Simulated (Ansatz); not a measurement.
Born–Oppenheimer molecular dynamics of F4H3O2Ta (10 atoms, charge 0, multiplicity 1). It starts at the highest image of a converged band, a first-order saddle point between two minima.

Method: Ansatz 0.2.0, RKS B3LYP-D4/def2-SVP.

```
ensemble                      : NVE (velocity Verlet)
time step                     : 0.5 fs
steps asked                   : 200
starting velocities drawn for : 300 K
seed                          : 4245
```

First frame:

```xyz
10
Properties=species:S:1:pos:R:3
Ta -0.137 0.245 0.188
F 2.012 -0.335 0.258
O -0.339 -0.406 1.954
H -0.289 -0.918 2.764
F 0.339 0.903 -1.521
F -1.783 1.127 0.163
F -0.404 -1.458 -0.554
O 1.182 1.668 0.899
H 1.147 1.970 1.817
H 2.034 0.670 0.632
```

(1) How far do the bonds stretch over the last three quarters of this one trajectory? (Pairs bonded in most of those frames.)

Answers

(1) 
```csv
bond,mean (Å),spread (Å),shortest,longest
Ta1–F2,1.980,0.095,1.86,2.14
Ta1–O3,1.922,0.037,1.86,1.97
Ta1–F5,1.907,0.014,1.88,1.93
Ta1–F6,1.890,0.023,1.86,1.93
Ta1–F7,1.860,0.035,1.82,1.92
Ta1–O8,2.362,0.205,2.07,2.64
O3–H4,0.964,0.019,0.93,0.99
O8–H9,0.970,0.013,0.95,0.99
O8–H10,1.008,0.061,0.94,1.23
```

Pairs bonded in part of these frames only: Ta1–H10 46 %.

Mean temperature of the second half: 704 K. The conserved energy stayed within 0.12 meV per atom of its start (net change 0.021 meV per atom), so the integration is sound. The kinetic energy rose, since the run started high on the potential surface and went downhill. A run of 0.1 ps of so small a system gives no equilibrium averages. The orbitals stay closed-shell, which can raise the energy where a bond breaks towards radicals; this wasn't checked here.

Run time: 7.7 min on 4 threads of Arm Neoverse V2 (shared host), peak memory 0.35 GiB.
